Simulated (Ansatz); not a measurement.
**Abstraction of H: GeH2Cl2 + OF → GeHCl2 + HOF**

Species: GeH2Cl2 (dichlorogermane) `[Cl][GeH2][Cl]`, singlet; OF (Oxygen monofluoride), doublet; GeHCl2 `[Cl][GeH][Cl]`, doublet; HOF (hypofluorous acid) `OF`, singlet. A radical takes H: the energy is the difference in strength between the Ge–H bond broken and the O–H bond made.

Shapes, held fixed at every level: PBE0-D4/def2-TZVP. Programs: Ansatz 0.2.0. The zero-point and thermal change to 298 K, harmonic and unscaled (PBE0-D4/def2-TZVP), is +7.5 kJ/mol.

```
               level                    kind  ΔH(298 K) (kJ/mol)  less CCSD(T)/def2-TZVPP
       HF/def2-TZVPP            Hartree–Fock                -3.0                    +56.7
    SPW92/def2-TZVPP                     LDA               -93.5                    -33.8
r2SCAN-D4/def2-TZVPP                meta-GGA               -64.3                     -4.6
 BHLYP-D4/def2-TZVPP           global hybrid               -49.2                    +10.5
  wB97M-V/def2-TZVPP  range-separated hybrid               -67.5                     -7.8
   B2PLYP/def2-TZVPP           double hybrid               -66.2                     -6.5
  CCSD(T)/def2-TZVPP   coupled cluster or CI               -59.7                      0.0
```

The highest level, CCSD(T)/def2-TZVPP, gives ΔH(298 K) = -59.7 kJ/mol; the levels span -93.5 to -3.0. The column of differences is taken from that level and isn't an error. No measured value is set beside it here. Open shells run unrestricted unless RO is named. Relativity is left out for Ge unless named. Correlated rows may include outer-core shells of Ge, which these sets cover unevenly.
